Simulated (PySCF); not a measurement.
# Telling isomers of C₃H₅FN₂Si apart by NMR

How the numbers were obtained: structure optimised with GFN2-xTB, shielding tensors at PBE0/pcSseg-1 (GIAO), in PySCF (one computed conformer, gas phase, non-relativistic Hamiltonian, averaged over atoms made equivalent by symmetry, fast rotation or ring inversion).

Scale: TMS for ¹H (31.72 ppm), ¹³C (186.93 ppm) (reference shieldings calculated alike). Splittings of carbon signals by F and P are missing where no couplings were computed. Where no couplings were computed, multiplicities follow the n + 1 count of equivalent neighbours, and m marks all less simple cases (inequivalent or close neighbours, rings, F or P nearby). Shifts are as computed. Against solution values, carbons near 30 ppm lie about +3 ppm off and those near 130 ppm about +5 ppm (rms about the fit 2.1 ppm; single classes can miss by 10 ppm). Of 1328 compounds with measured shifts, 309 miss one by over three times the rms of a fit or turn the order of signals round; such compounds aren't used in these exercises. Signals without a measured value on file couldn't be tested in this way; 1H shifts scatter by 0.2 ppm about their fit, and single ones miss by 0.5 ppm. OH and NH positions are gas-phase values without hydrogen bonding to other molecules.

(1) Tabulate the signals of `N#C[C@@H](F)/C=N\[SiH3]`, `F[SiH2]c1c[nH]cn1` and their relative energies.

(2) What is the quickest way to tell N#C[C@@H](F)/C=N\[SiH3] from F[SiH2]c1c[nH]cn1?

## Answers

(1) 
```json
{"SMILES": "N#C[C@@H](F)/C=N\\[SiH3]", "carbon types": "1×C 2×CH", "δC": "172.1, 117.6, 81.4", "δH": "8.69 (m, 1H), 5.39 (m, 1H), 5.08 (s, 3H)", "E rel. (kcal/mol)": "75.1"}
{"SMILES": "F[SiH2]c1c[nH]cn1", "carbon types": "1×C 2×CH", "δC": "139.1, 138.2, 129.8", "δH": "8.66 (br s, 1H), 7.58 (m, 1H), 7.45 (m, 1H), 5.66 (m, 2H)", "E rel. (kcal/mol)": "0.0"}
```

Energies are electronic energies at PBE0/pcSseg-1 on these geometries, without zero-point or thermal terms, each for the one conformer computed, which needn't be the lowest.

(2) Both give the same number of carbon signals, with the same numbers of each carbon type, so the positions decide. The first has an sp3 CH bonded to F, α to a nitrile at 81.4 ppm, the second an aromatic CH next to a ring nitrogen at 129.8 ppm. Their most deshielded carbons lie at 172.1 and 139.1 ppm. In the proton spectra the most deshielded non-exchanging signals are 8.69 (m, 1H) and 7.58 (m, 1H).
